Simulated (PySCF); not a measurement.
ClF3HNW, SMILES [NH]=[W]([F])([F])([F])[Cl], multiplicity 1. Atoms are numbered in the order given.

```xyz
7

W     -0.1762     0.0379     0.0000
N     -0.4528     1.7293     0.0000
H     -0.6171     2.7314     0.0000
F     -0.1428    -0.4138    -1.8195
F     -1.8639    -0.7875     0.0000
F     -0.1428    -0.4138     1.8195
Cl     2.1275    -0.1828     0.0000
```
Charge 0, spin multiplicity 1.

The structure is a stationary point at B3LYP-D3(BJ)/def2-SVP. The spin state was assumed, not searched. The structure was generated by enumeration; whether it is a known compound was not checked. The def2 effective core potentials stand for the cores of W; spin–orbit coupling is left out.

Computed with B3LYP/def2-TZVP in PySCF.

Symmetry labels are those of the subgroup Cs that the program uses (full group Cs).

List the valence orbital energies around the gap with their symmetry. (The exact figures need the calculation; the answer reports its results.)


| orbital | symmetry | energy (eV) |
|---|---|---|
| HOMO−7 | A" | -12.25 |
| HOMO−6 | A' | -12.06 |
| HOMO−5 | A" | -11.47 |
| HOMO−4 | A' | -10.94 |
| HOMO−3 | A' | -10.39 |
| HOMO−2 | A" | -9.82 |
| HOMO−1 | A" | -9.38 |
| HOMO | A' | -9.19 |
| LUMO | A" | -4.03 |
| LUMO+1 | A' | -2.50 |
| LUMO+2 | A" | -2.16 |
| LUMO+3 | A' | -2.07 |
